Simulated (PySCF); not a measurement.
All of these have the formula C5H9FSi. Method: TDDFT CAM-B3LYP/def2-SVPD, vertical, gas phase, core orbitals frozen in the response in PySCF. Geometries: GFN2-xTB; one conformer of each isolated species. Triplets are in the Tamm–Dancoff approximation.

A. `C/C=C1\[SiH2]C[C@H]1F`
B. `CC#C[Si@H](F)CC`
C. `CC1=C[Si@H](F)CC1`

Lowest singlet levels (six at most, fewer where fewer were computed) with oscillator strengths:

1. 5.88 eV (f 0.001); 6.24 eV (f 0.001); 6.36 eV (f 0.001); 7.36 eV (f 0.009); 7.49 eV (f 0.013); 7.63 eV (f 0.014); T1 5.02 eV
2. 6.13 eV (f 0.009); 6.39 eV (f 0.362); 6.73 eV (f 0.001); 6.85 eV (f 0.017); 7.25 eV (f 0.004); 7.45 eV (f 0.049); T1 3.96 eV
3. 6.54 eV (f 0.191); 6.82 eV (f 0.053); 7.13 eV (f 0.053); 7.50 eV (f 0.022); 7.64 eV (f 0.002); 8.04 eV (f 0.032); T1 4.32 eV

Question: Which spectrum belongs to which structure?

Answer: 1 = B, 2 = A, 3 = C.
- A: S1 at 6.13 eV, HOMO-1→LUMO (87%); Löwdin shares by element: HOMO carbon 77% or more (atoms not listed hold the other 23%); LUMO carbon 57% or more, silicon 10% (atoms not listed hold the other 33%); HOMO -8.74 and LUMO 0.44 eV.
- B: S1 at 5.88 eV, HOMO→LUMO (77%); Löwdin shares by element: HOMO carbon 73% or more, silicon 7% (atoms not listed hold the other 19%); LUMO carbon 36% or more, silicon 26%, fluorine 8% (atoms not listed hold the other 30%); HOMO -9.15 and LUMO 0.86 eV.
- C: S1 at 6.54 eV, HOMO→LUMO (87%), HOMO-1→LUMO (8%); Löwdin shares by element: HOMO carbon 72% or more, silicon 6% (atoms not listed hold the other 22%); LUMO carbon 45% or more, silicon 16%, hydrogen 5% or more (atoms not listed hold the other 33%); HOMO -8.79 and LUMO 0.75 eV.
